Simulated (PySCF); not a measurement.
CsSr⁻ at RHF-CCSD(T)

Level: RHF-CCSD(T). Cs def2-SVPD with ECP46, Sr def2-SVPD with ECP28; scalar-relativistic core potentials (PySCF 2.14).

```
state                          : ¹Σ⁺ (singlet), closed shell
bond length                    : 5.320 Å
harmonic wavenumber            : 30.8 cm⁻¹
force constant                 : 0.0296 mdyn/Å
rotational constant Be         : 0.01126 cm⁻¹
anharmonicity ωexe             : 0.118 cm⁻¹
vibration–rotation constant αe : 4.74e-05 cm⁻¹
well depth De to Cs⁻ + Sr      : 0.31 eV
dissociation energy D0         : 0.31 eV
```

Correlated steps freeze no core orbitals. The bond is weak. Basis-set superposition, not corrected here, can be much of De in a small basis, most of all at correlated wavefunction levels. Spin–orbit coupling is left out. For an ion De counts to the pair picked by the measured ionisation energies or electron affinities, which need not be the lowest pair at this level. The CCSD T1 diagnostic is raised, a sign that a single reference may not be enough here.
